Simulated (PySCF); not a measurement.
## Computed spin Hamiltonian

C₆H₆F (doublet state).
Cartesian coordinates in Å at the GFN2-xTB level; atoms count from 1:
```
atom  x, y, z in Å
C1     2.1605    0.2328   -0.2742
C2     0.8060    0.1140   -0.1066
C3     0.0538   -1.0390    0.1074
F4     0.5342   -2.2886    0.1910
C5    -1.3960   -0.7494    0.2419
C6    -1.4073    0.7393    0.0775
C7    -0.1730    1.2052   -0.1159
H8     2.7982   -0.6317   -0.2506
H9     2.6148    1.1928   -0.4319
H10   -1.9944   -1.2558   -0.5225
H11   -1.7947   -1.0632    1.2122
H12   -2.3159    1.3123    0.1170
H13    0.1094    2.2318   -0.2631
```

The hyperfine couplings belong to this conformer and change with its torsions.

Identity: `[CH2]C1=C(F)CC=C1` [radical].

Method used: UKS B3LYP, pcH-1 on C F H, non-relativistic, mean-field spin-orbit, GIAO (PySCF 2.14.0). Geometry: GFN2-xTB, one conformer, isolated molecule. Couplings are sensitive to structure, and on GFN2-xTB geometries they can be far from those on DFT ones. The SCF solution wasn't tested for stability. ⟨S²⟩ is 0.782 where a pure state has 0.75.

| Property | Result |
| --- | --- |
| g1, g2, g3 | 2.00211, 2.00350, 2.00402 |
| g_iso | 2.00321 |
| Form of g | rhombic: the two nearest values differ by 27 % of g3 − g1 |
| ⟨S²⟩ | 0.7819 (exact 0.7500) |
| HOMO–LUMO gap, α and β orbitals | 4.50, 4.45 eV |
| Total energy | -332.03205 Eh |
| Basis functions | 235 |

Hyperfine couplings atom by atom, in MHz; T1 to T3 are the principal values of the dipolar part:

```csv
atom,isotope,a_iso,T1,T2,T3,Mulliken spin population
C1,13C,51.4,-49.3,-47.7,97.0,0.67
C2,13C,-48.5,-25.6,9.5,16.1,-0.23
C3,13C,69.6,-59.4,-55.9,115.2,0.59
F4,19F,95.8,-166.4,-135.0,301.5,0.04
C5,13C,-20.4,-1.2,-0.2,1.4,-0.04
C6,13C,-6.4,-10.6,4.5,6.2,-0.06
C7,13C,6.8,-3.4,-1.5,4.9,0.05
H8,1H,-38.9,-20.8,-1.3,22.1,-0.03
H9,1H,-40.3,-24.1,-0.2,24.3,-0.03
H10,1H,51.1,-3.4,-3.0,6.4,0.03
H11,1H,51.1,-3.4,-3.0,6.4,0.03
H12,1H,2.7,-1.3,-0.2,1.5,0.00
H13,1H,-3.7,-1.7,-1.5,3.2,0.00
```

Largest spin populations (Mulliken): C1 (+0.67), C3 (+0.59), C2 (-0.23) and C6 (-0.06). The positive populations add up to 1.40 and the negative ones to -0.40, together 2S = 1. The angles at C1 add up to 360.0°, so it is planar; its axial dipolar tensor and the negative couplings of its protons fit spin in a p orbital normal to that plane.

Axes: g2 points within 1° of the C1–H8 bond.

Under fast tumbling the dipolar parts average out, and these isotropic splittings remain: 1 × 19F (F4, I = 1/2, 2 lines) with 3.42 mT, 2 × 1H (H10/H11, I = 1/2, 3 lines) with 1.82 mT, 1 × 1H (H9, I = 1/2, 2 lines) with 1.44 mT, 1 × 1H (H8, I = 1/2, 2 lines) with 1.39 mT, 1 × 1H (H13, I = 1/2, 2 lines) with 0.13 mT and 1 × 1H (H12, I = 1/2, 2 lines) with 0.10 mT.

H8 and H9 aren't averaged: C1 is flat or nearly so (angle sum 360°), and its turn about the short C1–C2 bond (1.37 Å) is taken as slow.

The 13C coupling of C3 (69.6 MHz) shows only in satellite lines or after enrichment, since that isotope makes up about 1.07 % of natural carbon.

The spin density at the nucleus, in bohr⁻³, is negative for C2 (-0.0431), C5 (-0.0182) and H9 (-0.0090), for instance. A restricted open-shell determinant has no negative spin density anywhere; here it arises because α and β orbitals differ (spin polarisation).
